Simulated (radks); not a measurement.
Results of a calculation; reference values are marked as such.
Q: All-electron atom: As9+ in [Ar] 3d5.5 4s0.5 (fractional occupations, a model configuration). Level of theory: scalar-relativistic Kohn-Sham, PW91, spin-polarised, spherical densities, point nucleus; open shells are filled with parallel spins first (a radial shooting solver on a logarithmic mesh with Libxc functionals). Some entries of the table are withheld. Estimate them.

orbital,occ.,eigenvalue (hartree),<1/r> (bohr^-1)
1s up,1,-439.0509,33.47
1s down,1,-439.0464,33.47
2s up,1,-63.13439,7.368
2s down,1,-62.93474,7.384
2p up,3,-56.39242,7.218
2p down,3,-56.24175,7.233
3s up,1,-14.65205,2.519
3s down,1,-14.34150,2.502
3p up,3,-12.53132,(1)
3p down,3,-12.22091,(2)
3d up,5,-9.09255,2.188
3d down,0.5,-8.75991,2.168
4s up,0.5,-5.56459,1.058
4s down,0,-5.43960,1.051

A: 
(1) 3p up <1/r> (bohr^-1): 2.396
(2) 3p down <1/r> (bohr^-1): 2.377
